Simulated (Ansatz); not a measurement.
Mulliken charges of CH2FNSi (`F[SiH]1C=N1`) from PBE/def2-TZVPP in Ansatz (PBE0-D4/def2-TZVP geometry).

```tsv
atom	x (Å)	y (Å)	z (Å)	charge (e)
F1	1.859	-0.344	-0.757	-0.264
Si2	0.286	-0.207	-0.606	0.472
C3	-0.467	0.494	0.815	-0.049
N4	-0.481	-0.797	0.860	-0.227
H5	-0.321	-0.404	-1.925	-0.054
H6	-0.834	1.193	1.568	0.121
```

Question: By hand: the dipole of these point charges (1 e Å = 4.8032 D).

Answer: Σ q r = (-0.307, 0.316, -0.028) e Å, of length 0.441 e Å = 2.12 D.

Question: How does the dipole of the full density compare? (An estimate is asked.)

Answer: Ansatz gave: (-0.133, 0.305, -0.170) e Å, 1.79 D; the point charges give 1.18 times that, at 31° from its direction.

Point charges leave out the atoms' own dipoles, such as those of lone pairs, and Mulliken's split depends on the basis, so the two needn't agree.
